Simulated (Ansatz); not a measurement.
**Worked example: C2H8O2Si + SbH(CH3) → C2H7O2Si + SbH2(CH3)**

Species: C2H8O2Si `CO[SiH](C)O`, singlet; SbH(CH3), doublet; C2H7O2Si `CO[Si](C)O`, doublet; SbH2(CH3), singlet. A radical takes H: the energy is the difference in strength between the Si–H bond broken and the Sb–H bond made.

Shapes, held fixed at every level: PBE0-D4/def2-TZVP. Flexible molecules stand in one conformer, not always the lowest. Programs: Ansatz 0.2.0. Electronic energies: no zero-point or thermal term.

At CCSD(T)/def2-TZVPP; 1 Eh = 2625.50 kJ/mol:

```
  species  energy (Eh)
 C2H8O2Si  -520.300335
 SbH(CH3)  -280.003694
 C2H7O2Si  -519.642149
SbH2(CH3)  -280.615213
```

Work out ΔE of the reaction at this level.


1. Products less reactants: (-519.642149) + (-280.615213) − [(-520.300335) + (-280.003694)] = 0.046667 Eh = +122.5 kJ/mol.

Other levels give +110.6 (r2SCAN-D4/def2-TZVPP) to +126.3 kJ/mol (CCSD/def2-TZVPP). No measured value is set beside it here. Open shells run unrestricted. For atoms past krypton def2 sets carry core potentials with scalar relativity. Outer-core shells of Sb are correlated in most correlated rows, in sets that cover them unevenly.
